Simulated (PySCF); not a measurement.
Species: C₄H₈GeO.
Cartesian coordinates in Å at the PBE0-D3(BJ)/def2-SVP level; atoms count from 1:
```
atom  x, y, z in Å
C1    -1.460    1.585   -0.107
C2    -1.129    0.369    0.300
C3    -1.393   -1.073    0.293
C4    -0.175   -0.500    1.003
O5     1.081   -0.772    0.489
Ge6    2.114    0.556   -0.130
H7    -2.349    1.757   -0.722
H8    -0.854    2.457    0.158
H9    -2.209   -1.481    0.900
H10   -1.195   -1.618   -0.637
H11   -0.212   -0.502    2.103
H12    3.523   -0.050   -0.147
H13    1.661    0.960   -1.544
H14    2.014    1.756    0.834
```

Theory: core-valence-separated Tamm–Dancoff BHandHLYP/aug-pcX-1 (pcseg-1 on H, def2-SVPD on Ge) in PySCF, non-relativistic, gas phase, PBE0-D3(BJ)/def2-SVP geometry. Absolute energies from this functional tend to lie a few eV below measured edges; no shift was applied.

(1) Give energies, oscillator strengths and core holes at the O K edge.

(2) What does the C 1s absorption edge look like?

## Answers

(1) 
| E (eV) | f | core hole on | main final orbital |
| --- | --- | --- | --- |
| 531.66 | 0.0197 | O5 | LUMO (46 %) |
| 532.98 | 0.0224 | O5 | LUMO (31 %) |
| 533.67 | 0.0039 | O5 | LUMO+1 (45 %) |
| 534.14 | 0.0083 | O5 | LUMO+5 (39 %) |
| 534.41 | 0.0037 | O5 | LUMO+3 (41 %) |
| 534.62 | 0.0025 | O5 | spread |
| 534.75 | 0.0043 | O5 | LUMO+2 (33 %) |

The first line with a tenth or more of the strongest one's intensity is at 531.66 eV (f = 0.020), with the hole on O5 (oxygen bonded to C and Ge). The strongest listed is at 532.98 eV (f = 0.022; O5).

(2) 
```csv
E (eV),f,core hole on,main final orbital,polarisation
282.69,0.0514,C1,LUMO (52 %),normal to the local trigonal plane
282.70,0.0657,C2,LUMO (55 %),normal to the local trigonal plane
285.05,0.0052,C3,LUMO (74 %),–
285.91,0.0075,C1,LUMO+1 (56 %),in the local trigonal plane
285.97,0.0116,C3,spread,–
286.31,0.0150,C4,LUMO (81 %),–
286.39,0.0257,C1,LUMO+6 (35 %),in the local trigonal plane
286.53,0.0215,C3,LUMO+2 (33 %),–
286.87,0.0180,C3,LUMO+3 (35 %),–
286.88,0.0009,C2,LUMO+1 (48 %),–
286.95,0.0268,C2,spread,in the local trigonal plane
287.16,0.0021,C3,LUMO+1 (42 %),–
287.16,0.0027,C1,LUMO (32 %),mixed
287.25,0.0039,C2,spread,mixed
287.32,0.0074,C1,spread,normal to the local trigonal plane
287.33,0.0030,C3,LUMO+5 (34 %),–
287.42,0.0015,C1,LUMO+4 (39 %),in the local trigonal plane
287.46,0.0010,C2,LUMO+3 (50 %),in the local trigonal plane
287.57,0.0035,C2,LUMO+5 (36 %),in the local trigonal plane
```

The first line with a tenth or more of the strongest one's intensity is at 282.69 eV (f = 0.051), with the hole on C1 (terminal =CH2 carbon), polarised normal to the local trigonal plane: a 1s→π* resonance. The strongest listed is at 282.70 eV (f = 0.066; C2, 1s→π*).

Roots within 0.03 eV whose holes lie on the same, on equivalent or on shared atoms are summed into one line, and the highest roots are left out, as the search may have cut off their partners. Final orbitals are the ground state's empty Kohn–Sham orbitals. A dash: too weak, shared between unlike atoms, or no plane or axis to refer to.

**Question.** What are the wavelength and the wavenumber of the 534.14 eV line?

**Answer.** λ = 12398.42 eV Å/534.14 eV = 23.212 Å; 4.3081 × 10⁶ cm⁻¹.

The ionisation thresholds weren't computed; near and above them a finite basis only mimics Rydberg series and continuum. The BHandHLYP/aug-pcX-1 (pcseg-1 on H, def2-SVPD on Ge) calculation is non-relativistic and has no spin–orbit coupling, an omission that weighs most on germanium.

One conformer stands for the species.
